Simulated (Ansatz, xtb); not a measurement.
# Two isomers of C3H10B2NP

Structure a: `BN(BP)CC=C`, a singlet. Structure b: `CCN1BPBC1`, a singlet. Both are isolated molecules in the gas phase, relaxed with r2SCAN-D4/def2-SVP; each stands in its lowest conformer found.

Energies in hartree; the thermal terms are from GFN2-xTB frequencies at re-optimised GFN2-xTB minima (ideal gas, soft modes damped towards free rotors, one conformer each, 298.15 K, 1 atm) and include the zero-point energy:

```
                              a           b
E, CCSD(T)/def2-SVP  −564.722408  −564.735613
    E, MP2/def2-SVP  −564.604314  −564.620733
  E, MP2/def2-TZVPP  −565.162414  −565.176917
  zero-point energy     0.127739     0.133354
       H(298 K) − E     0.138130     0.142820
       G(298 K) − E     0.093659     0.100612
```

Question: Correct the CCSD(T) difference for the basis set by the MP2 change, then work out ΔE, ΔE₀, ΔH and ΔG for a → b in kJ/mol (1 Eh = 2625.50 kJ/mol) and the equilibrium ratio [b]/[a].

Answer: 1. Differences b − a: CCSD(T) −0.013205, MP2 in the small set −0.016419, MP2 in the large set −0.014503 Eh.
2. ΔE = −0.013205 + (−0.014503 − (−0.016419)) = −0.011289 Eh = −29.64 kJ/mol.
3. ΔE₀ = ΔE + ΔZPE = −0.011289 + (+0.005615) Eh = −14.90 kJ/mol.
4. ΔH = ΔE + (+0.004690) Eh = −17.33 kJ/mol.
5. ΔG = ΔE + (+0.006953) Eh = −11.38 kJ/mol, so ΔS = (ΔH − ΔG)/T = −19.9 J/(mol K).
6. kT = 0.9442 mEh, so K = [b]/[a] = exp(−ΔG/kT) = exp(+4.59) ≈ 99.

Structure b is favoured at this temperature. An error of 4 kJ/mol in ΔG would change K by a factor of 5. Mirror images and further conformers aren't counted.

As drawn, b has 1 C–N, 1 B–P, 1 C–B, 2 C–H in place of 1 B–N, 1 C=C, 1 B–H, 1 P–H. Structure a has no ring, b a 5-membered ring.

Other levels gave ΔE = −24.7 (GFN2-xTB); −127.7 (HF/STO-3G, GFN2-xTB geometries); −60.1 (r2SCAN-D4/def2-SVP//GFN2-xTB); −57.6 (r2SCAN-D4/def2-SVP); −11.7 (HF/def2-SVP); −43.1 (MP2/def2-SVP); −34.7 (CCSD(T)/def2-SVP) kJ/mol. The correlated steps freeze 11 core orbitals. Programs: Ansatz 0.2.0, xtb 6.7.1.
